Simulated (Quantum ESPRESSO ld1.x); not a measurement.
Results of a calculation; reference values are marked as such.
One sound ld1.x (Quantum ESPRESSO 7.5) input for neutral europium gives E = -10852.23 hartree in 34 iterations:

```
 &input
    zed=63.0,
    iswitch=1,
    rel=2,
    dft='PBE',
    config='[Xe] 4f7 6s2',
    lsmall=.true.,
    prefix='ld1',
    max_out_wfc=37,
    file_charge='ld1.rho',
 /
```

Changed or added lines, one case at a time, and what came of them:

- config='[Xe] 4f7 6s2 7p3': spurious. The string holds 66 electrons for Z = 63, so the species has charge -3 and is not the one meant. The equations of the added shell fail (the log warns of at least one error in the KS equations), so the printed solution is spurious even though the residual is small.
- nspin=1: refused. The program stops in ld1_readin with "reading input namelist": the namelist holds a keyword that &input does not know.
- dx=0.001: refused. The program stops in do_mesh with "ndmx is too small": the mesh holds 3500 points at most, so dx, xmin and rmax must fit that.
- tr2=1e-1: inaccurate. The cycle stops early, after 8 iterations, and the energy is off by +3.107 hartree against the sound run.
- rel=1 lsd=1 dft='BLYP': silently wrong. The run ends normally, but in this build (ld1.x 7.5) Etot and Exc of a spin-polarised run lack the gradient corrections of exchange and correlation and come out near their LSDA values (nitrogen, PBE: -54.132 hartree against -54.536 from two other codes). The eigenvalues and orbitals are those of the GGA; the energies must not be used.
- tr2=1e-30: usable despite the warning. The threshold lies below the rounding noise, so the cycle runs to its limit and warns, but the energy differs from the sound run by less than 1e-5 hartree.
- config='[Xe] 4f7 6s2 6s2': refused. The program stops in el_config with "occupation wrong": a shell may stand twice only as spin up and down (lsd = 1) or as its two j (rel = 2, l > 0), within their capacities.
